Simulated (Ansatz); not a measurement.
A CCSD(T) single point on Cl$_{3}$GeHSe (`[Cl][Ge]([Cl])([Cl])[SeH]`).

```yaml
crystal:
  periodic: [false, false, false]
  atoms:
    - {symbol: Cl, position_ang: [-0.854261, -1.027354, 1.775305]}
    - {symbol: Ge, position_ang: [0.213771, -0.419155, 0.034212]}
    - {symbol: Cl, position_ang: [2.203450, -1.160980, 0.158524]}
    - {symbol: Cl, position_ang: [-0.757099, -1.339968, -1.624563]}
    - {symbol: Se, position_ang: [0.351229, 1.890876, -0.173405]}
    - {symbol: H, position_ang: [-1.115090, 1.992581, -0.216275]}
basis:
  gaussian: {orbitals: def2-TZVPP}
correlation: {method: ccsd_t}
output: {orbitals: {seedname: orbitals}}
```

```sh
$ ansatz run in.yaml --threads 4 --pin off --events-out ev --progress --plain --max-ram 10444MiB
```

Log, shortened:

```
Functional definition: HF
1480 factors; integrals over basis functions are off by at most 1.1e-3 eV
mean field evaluation 1: about -159306.7503 eV, gradient 2.6e1 eV
mean field evaluation 2: about -159306.9814 eV, gradient 2.7e1 eV
mean field evaluation 4: about -159309.0766 eV, gradient 2.8e0 eV
mean field evaluation 8: about -159309.1234 eV, gradient 3.5e-1 eV
mean field evaluation 16: about -159309.1240 eV, gradient 1.4e-6 eV
mean field -159309.12395103 eV, -5854.5023215978 hartree, gradient 1.4e-6 eV, S^2 0.000000; 0 other end points of the search recorded, 0 dependent functions left out
33 core orbitals not correlated: weight in the atoms' cores, before any rotation towards them, 1.000 or more for the frozen orbitals, at most 0.000 for the correlated occupied ones
reference -159309.12395103 eV, -5854.5023215978 hartree; 26, 26 occupied and 177, 177 virtual orbitals, 1480 factors
second order -29.37225610 eV of doubles, -0.00000000 eV of singles
cycle   1  -29.75017872 eV  change   -3.8e-1 eV  update   1.1e-1
cycle   2  -30.47832436 eV  change   -7.3e-1 eV  update   3.0e-2
cycle   3  -30.58130283 eV  change   -1.0e-1 eV  update   1.4e-2
cycle   4  -30.56373626 eV  change    1.8e-2 eV  update   2.9e-3
cycle   5  -30.56357048 eV  change    1.7e-4 eV  update   1.2e-3
cycle   6  -30.56337822 eV  change    1.9e-4 eV  update   3.2e-4
cycle   7  -30.56319606 eV  change    1.8e-4 eV  update   1.2e-4
cycle   8  -30.56324092 eV  change   -4.5e-5 eV  update   3.6e-5
perturbative correction -1.31669768 eV, -0.0483877471 hartree
Total energy: -159341.00388962 eV, -5855.6738877321 hartree
```

Run time 3.3 min (4 threads of an Arm Neoverse V2 on a shared host); peak host memory 4.2 GiB.

Correlation energy per correlated electron: -0.613 eV. T1 diagnostic: 0.0093.
